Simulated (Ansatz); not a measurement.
Two isomers of CH7FSiSn: A = `F[CH2][SnH2][SiH3]`, B = `C[SiH2][SnH2][F]`.

Calculated with Ansatz (gas phase, PBE0-D4/def2-TZVP geometries, no zero-point term in ΔE). CBS: MP2 limit from def2 TZ/QZ plus the TZ coupled-cluster correction, frozen cores. Functionals use def2-TZVPP. B3LYP here is the variant with VWN-RPA as its local correlation; programs differ in this. def2 core potentials past Kr. For Sn outer-core shells are correlated without core-valence functions, which leaves a few kJ/mol of doubt a bond. Each species was taken in one conformer, which may not be the lowest.

Task: Which is lower in electronic energy at CCSD(T)/CBS, and by how much? (An estimate is asked.)

Result: Computed: B, by 44.6 kcal/mol.

Task: Give E(B) − E(A) in kcal/mol with B3LYP, CCSD(T)/def2-TZVPP, PBE0-D4, B3LYP-D4, CCSD/def2-TZVPP, HF/def2-TZVPP, MP2/def2-TZVPP. (Best estimate.)

Result: The calculation gave: B3LYP -43.4, CCSD(T)/def2-TZVPP -42.2, PBE0-D4 -43.1, B3LYP-D4 -43.6, CCSD/def2-TZVPP -42.4, HF/def2-TZVPP -44.0, MP2/def2-TZVPP -44.6. None reverses the order clearly.

Largest T1 diagnostic: 0.013.
